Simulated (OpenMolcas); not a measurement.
Cu2+, Ag2+, Au2+: d⁹ down the group

* Program: OpenMolcas
* Method: CASSCF
* Basis: ANO-R3
* Scalar Hamiltonian: X2C, finite nucleus
* Spin-orbit coupling: state interaction with AMFI integrals over the reference wave functions, term energies averaged over their components

Active space for each ion: 9 electrons in 5 orbitals (d).

Computed levels in cm-1 above ²D_5/2:

| Level | Cu2+ | Ag2+ | Au2+ |
| --- | --- | --- | --- |
| ²D_3/2 | 2063 | 4497 | 13081 |
| weight of ²D in the lowest level (%) | 100 | 100 | 100 |

Measured, with the error of the calculation in %. Measured levels: Cu2+ from Sugar and Musgrove, J. Phys. Chem. Ref. Data 19, 527 (1990); Ag2+ from Moore, Atomic Energy Levels, vol. III, NSRDS-NBS 35 (1971 reprint of NBS Circular 467, 1958); Au2+ from Iglesias, J. Res. Natl. Bur. Stand. 64A, 481 (1960).

| Level | Cu2+ | Ag2+ | Au2+ |
| --- | --- | --- | --- |
| ²D_3/2 | 2072 (-0.4) | 4607 (-2.4) | 12694 (+3.0) |

The fine-structure level ²D_3/2 changes by a factor of 6.34 from Cu2+ to Au2+.

Without dynamic correlation excited terms often stand tens of per cent too high (terms of higher spin than the ground term too low), and those without a measured partner can miss by more than the paired ones. Computed and measured levels are paired by configuration, term and J; levels that our copy of the source lacks, or whose pairing is in doubt (as where it misses far off the trend of its configuration), stay unpaired and out of the deviations. Levels of configurations outside the active space are missing.
